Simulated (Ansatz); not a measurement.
Input file for Ansatz (a quantum-chemistry and plane-wave program): R-B97M-V/def2-TZVPP on BHO2 (SMILES O=BO).

Ansatz 0.2 input:
```yaml
crystal:
  periodic: [false, false, false]
  atoms:
    - {symbol: O, position_ang: [-1.67969498, -0.26925805, -0.00000000]}
    - {symbol: B, position_ang: [-0.46976847, -0.20328274, 0.00000000]}
    - {symbol: O, position_ang: [0.85425471, -0.19143453, -0.00000000]}
    - {symbol: H, position_ang: [1.29520873, 0.66397531, 0.00000000]}
basis:
  gaussian:
    orbitals: def2-TZVPP
hamiltonian:
  xc: {name: B97M-V}
scf: {lower_state_search: off}
```

The log:

```
WARN ansatz: RAYON_NUM_THREADS=4 ignored (pool sized by the plan → 4); use --threads N
Functional definition: B97M-V
these checks for a lower state are left out or cut short: stability, starts, cluster_reference, orbital_swaps, neighbouring_geometries, increment
integrals: 0.03 GiB planned
530 factors; their error is unknown
mean field: 0.30 GiB planned
mean field evaluation 1: about -4781.4756 eV, gradient 7.3e1 eV
mean field evaluation 2: about -4750.1164 eV, gradient 1.4e2 eV
mean field evaluation 4: about -4789.8003 eV, gradient 9.2e0 eV
mean field evaluation 8: about -4789.9365 eV, gradient 1.6e-1 eV
mean field evaluation 16: about -4789.9365 eV, gradient 2.0e-6 eV
mean field -4789.93654596 eV, -176.0269213284 hartree, gradient 2.0e-6 eV, S^2 0.000000; 0 other end points of the search recorded, 0 dependent functions left out
reference -4789.93659589 eV, -176.0269231634 hartree; 11, 11 occupied and 96, 96 virtual orbitals, 530 factors
Total energy: -4789.93659589 eV, -176.0269231634 hartree
Checks for a lower state left out: stability, starts, cluster_reference, orbital_swaps, neighbouring_geometries, increment
```

The calculation finished and met its thresholds.

Cost: around 2.0 core-seconds (rough).
